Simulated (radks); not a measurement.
The tin ion Sn4+, configuration [Kr] 4d10.

Calculated with a radial shooting solver on a logarithmic mesh with Libxc functionals: Dirac Kohn-Sham, Slater X-alpha with alpha = 0.905, spin-unpolarised, spherical densities, finite nucleus; Fermi nuclear charge, rms radius 4.6519 fm.

Energy parts (hartree):
| part | energy |
|---|---|
| total | -6220.73189 |
| kinetic | 6552.02376 |
| electron-nucleus | -14991.76526 |
| Hartree | 2429.85782 |
| exchange | -210.84821 |

Orbitals (lengths in bohr, moments of r in powers of bohr; <r^-3> diverges for s and p1/2; r(max) is where P^2 peaks):
orbital,occ.,eigenvalue (hartree),<1/r>,<r^-3>,<r^2>,r(max),small-component weight
1s1/2,2,-1071.752,53.13,-,0.001140,0.01876,3.38e-02
2s1/2,2,-164.0511,12.34,-,0.01842,0.1060,7.18e-03
2p1/2,2,-153.7181,12.34,-,0.01365,0.08150,7.21e-03
2p3/2,4,-145.1439,11.49,4343,0.01495,0.08602,6.88e-03
3s1/2,2,-33.25900,4.376,-,0.1303,0.3065,2.09e-03
3p1/2,2,-29.00092,4.290,-,0.1248,0.2924,2.04e-03
3p3/2,4,-27.42318,4.081,814.8,0.1332,0.3027,1.95e-03
3d3/2,4,-19.82810,3.933,128.9,0.1138,0.2472,1.83e-03
3d5/2,6,-19.49910,3.879,120.2,0.1162,0.2501,1.81e-03
4s1/2,2,-6.73543,1.726,-,0.7423,0.7400,5.70e-04
4p1/2,2,-5.29799,1.614,-,0.8294,0.7639,5.12e-04
4p3/2,4,-5.00847,1.547,149.5,0.8856,0.7883,4.84e-04
4d3/2,4,-2.71737,1.284,17.04,1.248,0.8636,3.50e-04
4d5/2,6,-2.67487,1.268,15.75,1.276,0.8727,3.43e-04

The highest occupied level is 4d5/2 at -72.787 eV. The electron density at the nucleus is 1.912e+05 e/bohr^3.
